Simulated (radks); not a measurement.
Values are calculated unless marked as measured or tabulated.
Question: Ionisation of neutral arsenic, [Ar] 3d10 4s2 4p3, to As+, [Ar] 3d10 4s2 4p2, under several functionals. Scalar-relativistic Kohn-Sham, spin-polarised, spherical densities, point nucleus; open shells are filled with parallel spins first; a radial shooting solver on a logarithmic mesh with Libxc functionals. Known Delta-SCF values: BP86 9.961 eV. What does RPBE give, and what is its highest occupied eigenvalue?

Answer: 9.885 eV by Delta-SCF; the 4p eigenvalue is -5.907 eV. NIST: 9.789 eV (measured).
